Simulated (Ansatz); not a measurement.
cyclo-(F2SiSe)3 (Si3Se3F6). Charge 0, multiplicity 1. Geometry PBE-D4/def2-SVP, basis def2-TZVP, Ansatz.

| run | HOMO (eV) | LUMO (eV) |
| --- | --- | --- |
| A | -6.94 | -2.73 |
| B | -8.35 | -1.90 |
| C | -9.15 | -0.97 |
| D | -7.87 | -2.02 |
| E | -7.27 | -2.54 |
| F | -8.14 | -2.00 |

B3LYP takes the VWN-RPA correlation. Single mean-field runs in def2-TZVP are fitted with def2-universal-jkfit.

Question: The runs used B3LYP, BHLYP, PBE, PBE0, r2SCAN, r2SCAN0. Estimate which is which.

Answer: A PBE (0 % exact exchange); B r2SCAN0 (25 % exact exchange); C BHLYP (50 % exact exchange); D B3LYP (20 % exact exchange); E r2SCAN (0 % exact exchange); F PBE0 (25 % exact exchange). Exact exchange lowers occupied and raises empty levels; among semilocal functionals meta-GGAs tend to open the gap a little, and such runs are hard to tell apart. The gap grows from 4.21 eV (PBE) to 8.19 eV (BHLYP).
